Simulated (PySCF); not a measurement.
# Calculated NMR data

[PySCF 2.14: NMR shieldings at PBE0/pcSseg-1/GIAO; GFN2-xTB structure; fast rotation and ring inversion assumed for equivalent nuclei; non-relativistic Hamiltonian; no solvent model; one computed conformer]

References, each an isolated molecule treated in the same way: TMS for ¹H (σ = 31.72 ppm) and ¹³C (σ = 186.93 ppm). Splittings of carbon signals by F and P are missing where no couplings were computed. Where no couplings were computed, multiplicities follow the n + 1 count of equivalent neighbours, and m marks all less simple cases (inequivalent or close neighbours, rings, F or P nearby). Shifts are as computed. Against solution values, carbons near 30 ppm lie about +3 ppm off and those near 130 ppm about +5 ppm. Of 1211 compounds with measured shifts, 218 miss one by over three times the rms of a fit or turn the order of signals round; such compounds aren't used in these exercises.

**1.** `Cc1ccn(CC(F)(F)F)n1`, C₆H₇F₃N₂. ¹H NMR (600 MHz, computed): δ 7.52 (m, 1H), 6.38 (m, 1H), 4.63 (m, 2H), 2.48 (s, 3H). ¹³C{¹H} NMR (computed): δ 153.2, 135.4, 132.8, 113.8, 57.0, 15.8.

**2.** SMILES p1cc(CC)ncc1, C₆H₈NP. ¹H NMR (600 MHz, computed): δ 9.34 (m, 1H), 8.92 (m, 1H), 8.67 (m, 1H), 2.98 (q, 2H), 1.35 (t, 3H). ¹³C{¹H} NMR (computed): δ 172.2 (C), 157.3 (CH), 154.9 (CH), 152.6 (CH), 41.6 (CH2), 20.5 (CH3).

**3.** `InChI=1S/C6H8NP/c1-2-6-3-4-8-5-7-6/h3-5H,2H2,1H3`. ¹H NMR (600 MHz, computed): δ 10.72 (m, 1H), 9.66 (m, 1H), 7.75 (m, 1H), 3.01 (q, 2H), 1.32 (t, 3H). ¹³C{¹H} NMR (computed): δ 192.1, 175.6, 168.2, 128.0, 40.1, 20.0.
